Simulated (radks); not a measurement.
Polarisability of neutral fluorine, [He] 2s2 2p5, at imaginary frequency. All-electron calculation, non-relativistic Kohn-Sham, LB94 model potential, spin-unpolarised, spherical densities, point nucleus. Program: a radial shooting solver on a logarithmic mesh with Libxc functionals. Response by self-consistent Sternheimer equations with the Hartree and adiabatic LDA kernel.

w (hartree)  alpha1(iw) (bohr^3)
0.00266                    3.544
0.0143                     3.543
0.0360                     3.537
0.0697                     3.518
0.118                      3.471
0.186                      3.372
0.280                      3.185
0.413                      2.877
0.605                      2.433
0.892                      1.881
1.35                       1.294
2.12                      0.7626
3.59                      0.3620
6.94                      0.1229
17.5                     0.02306

Static values: alpha1 = 3.544 bohr^3 (0.5251 angstrom^3; uncoupled 4.178). C6 = 9.270, triple-dipole C9 = 23.20 atomic units. One-pole (London) frequency 4 C6 / (3 alpha1^2) = 0.984 hartree, against 0.672 for minus the highest occupied eigenvalue. Recommended static value: 3.74 bohr^3 (Schwerdtfeger and Nagle, 2023 table).

Beside tabulated values, note that spin-unpolarised runs miss the spin-polarisation part of the exchange energy of open shells.
